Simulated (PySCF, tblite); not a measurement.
Compound: C5H6F3N3O.
Bonds: C1–O2, O2–C3, C3–C4 (aromatic), C4–N5 (aromatic), N5–N6 (aromatic), N6–C7, C7–C8, C8–F9, C8–F10, C8–F11, N6–N12 (aromatic), C3–N12 (aromatic). Hydrogens: H13, H14, H15 on C1; H16 on C4; H17, H18 on C7.

Computed geometry: GFN2-xTB, gas phase.

Problem. What internal coordinates does the optimisation give?

Solution. 
| bond | length (bohr) |
| --- | --- |
| C1–O2 | 2.676 |
| O2–C3 | 2.513 |
| C3–C4 | 2.672 |
| C4–N5 | 2.488 |
| N5–N6 | 2.480 |
| N6–C7 | 2.695 |
| C7–C8 | 2.898 |
| C8–F9, C8–F10, C8–F11 | 2.527 |
| N6–N12 | 2.509 |
| C3–N12 | 2.505 |
| C1–H13, C1–H14, C1–H15 | 2.062 |
| C4–H16 | 2.018 |
| C7–H17, C7–H18 | 2.066 |

Bonds in one row agree within 0.02 bohr and their mean is given. A selection of angles:
| angle | degrees |
| --- | --- |
| C1–O2–C3 | 115.0 |
| O2–C3–C4 | 126.5 |
| O2–C3–N12 | 125.4 |
| C4–C3–N12 | 108.1 |
| C3–C4–N5 | 107.6 |
| C4–N5–N6 | 105.3 |
| N5–N6–C7 | 122.9 |
| N5–N6–N12 | 114.8 |
| C7–N6–N12 | 122.1 |
| N6–C7–C8 | 111.2 |
| C7–C8–F9 | 112.5 |
| C7–C8–F10 | 112.5 |
| F9–C8–F10 | 107.1 |
| C3–N12–N6 | 104.1 |

Torsions: C1–O2–C3–C4 180° (antiperiplanar); N5–N6–C7–C8 91° (anticlinal); N6–C7–C8–F9 -61° (synclinal). The mirror-image conformer, all signs reversed, is as good.

Of the pairs four or more bonds apart, N12···H15 is among the closest relative to their van der Waals radii: 2.65 Å, 96 % of the sum of Bondi's values. The C–C distances run from 1.414 Å (C3–C4, aromatic) to 1.534 Å (C7–C8, drawn single), a spread of 0.120 Å. The 2 C–O bonds span 1.330 Å (O2–C3, drawn single) to 1.416 Å (C1–O2, drawn single), a spread of 0.086 Å. N6 (pyrrole-type nitrogen) is planar (angles 122.9°, 122.1° and 114.8°, sum 359.9°, 0.03 Å off the plane of its three neighbours). The 5-membered ring C3–C4–N5–N6–N12 has internal angles of 104.1° to 114.8°; it is planar, 0.00 Å rms from its mean plane, widest ring torsion 0°. The C–N distances run from 1.317 Å (C4–N5, aromatic) to 1.426 Å (N6–C7, drawn single), a spread of 0.109 Å.

Point group: C1 (no symmetry element, even within 0.4 Å). Its GFN2-xTB frequencies are all real (lowest 19 cm⁻¹). One conformer, not necessarily the lowest.
